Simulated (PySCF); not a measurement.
## Correlation energy of Ce⁴⁺ (cerium, charge +4)

Starting occupation: [Xe]. All numbers are calculated (PySCF 2.14, X2C-1e with screened-nucleus spin-orbit coupling, Gaussian nucleus, in x2c-QZVPPall-2c). Frozen: [Ar] 3d10; 26 electrons correlated; the 40 highest virtual spinors left out.

MP2 pair energies summed by pair of shells (mhartree):

| pair | energy | share (%) |
| --- | --- | --- |
| 4d3/2-4d5/2 | -180.89 | 16.6 |
| 4d5/2-4d5/2 | -134.14 | 12.3 |
| 4d5/2-5p3/2 | -77.47 | 7.1 |
| 5p3/2-5p3/2 | -64.92 | 6.0 |
| 5p1/2-5p3/2 | -62.04 | 5.7 |
| 4d3/2-4d3/2 | -59.46 | 5.5 |
| 4d5/2-4p3/2 | -55.41 | 5.1 |
| 4d3/2-5p3/2 | -49.89 | 4.6 |
| 4d5/2-5p1/2 | -41.04 | 3.8 |
| 4d3/2-4p3/2 | -36.61 | 3.4 |
| 5p3/2-5s1/2 | -29.86 | 2.7 |
| 4d5/2-5s1/2 | -27.93 | 2.6 |
| 4d3/2-5p1/2 | -27.42 | 2.5 |
| 4d5/2-4p1/2 | -27.20 | 2.5 |
| 4d3/2-4p1/2 | -19.12 | 1.8 |
| 4p3/2-4p3/2 | -18.52 | 1.7 |
| 4d5/2-4s1/2 | -18.42 | 1.7 |
| 4d3/2-5s1/2 | -18.25 | 1.7 |
| 4p1/2-4p3/2 | -16.83 | 1.5 |
| 5p1/2-5p1/2 | -16.05 | 1.5 |
| 5p1/2-5s1/2 | -15.08 | 1.4 |
| 4d3/2-4s1/2 | -12.44 | 1.1 |
| 4p3/2-4s1/2 | -12.16 | 1.1 |
| 4p3/2-5p3/2 | -10.82 | 1.0 |
| 4p3/2-5s1/2 | -8.51 | 0.8 |
| 5s1/2-5s1/2 | -7.83 | 0.7 |
| 4p1/2-4s1/2 | -6.29 | 0.6 |
| 4p3/2-5p1/2 | -6.29 | 0.6 |
| 4p1/2-4p1/2 | -5.25 | 0.5 |
| 4p1/2-5p3/2 | -5.03 | 0.5 |

Total MP2 correlation energy: -1087.6 mhartree.

This basis was not built for core-valence correlation, so the inner-shell part is incomplete.
